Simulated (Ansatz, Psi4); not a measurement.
Here is a job for Ansatz (a quantum-chemistry and plane-wave program).
Ansatz 0.2 input:
```yaml
crystal:
  periodic: [false, false, false]
  atoms:
    - {symbol: Os, position_ang: [-0.00000000, -0.00000000, -0.00000000]}
    - {symbol: O, position_ang: [1.25562739, 0.85403793, -0.68566191]}
    - {symbol: O, position_ang: [0.90693264, -1.04343838, 0.92995844]}
    - {symbol: O, position_ang: [-1.13864707, -1.09252818, -0.53476929]}
    - {symbol: O, position_ang: [-1.02391295, 1.28192863, 0.29047276]}
basis:
  gaussian:
    orbitals: def2-SVP
hamiltonian:
  xc: blyp
magnetization: {spin_polarized: true, initial_magnetization: 2}
accuracy: high
```

### Question
Give the equivalent Psi4 input.

### Answer
Several could match; the one computed here: 
```
memory 2 GB

molecule {
0 3
  Os   -0.00000000   -0.00000000   -0.00000000
  O     1.25562739    0.85403793   -0.68566191
  O     0.90693264   -1.04343838    0.92995844
  O    -1.13864707   -1.09252818   -0.53476929
  O    -1.02391295    1.28192863    0.29047276
}

set basis def2-svp
set reference uks
set scf_type pk
set puream true
set d_convergence 1e-8
set dft_radial_points 99
set dft_spherical_points 590

energy('blyp')
print_variables()
```

Both were run: Ansatz gave -391.213835 Eh and Psi4 -391.213861 Eh, 0.026 mEh apart.
